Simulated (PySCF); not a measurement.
Harmonic spectrum computed at PBE0 in the def2-SVP basis family (core potentials from Rb on, PySCF, no spin–orbit coupling):

```
symmetry  ω (cm⁻¹)  IR (km/mol, summed over degenerate members)
       e       118                                          0.0
      t2       136                                          1.9
      a1       393                                          0.0
      t2       513                                          399
```

Q: Which molecule gave it? In each, all ligands are bound to the one heavy central atom.
A. SeCl₄ (singlet)
B. TiCl₄ (singlet)
C. SbCl₄ (doublet)
D. SnCl₄ (singlet)

A: B. It has Td symmetry with Ti–Cl 2.155 Å (×4).
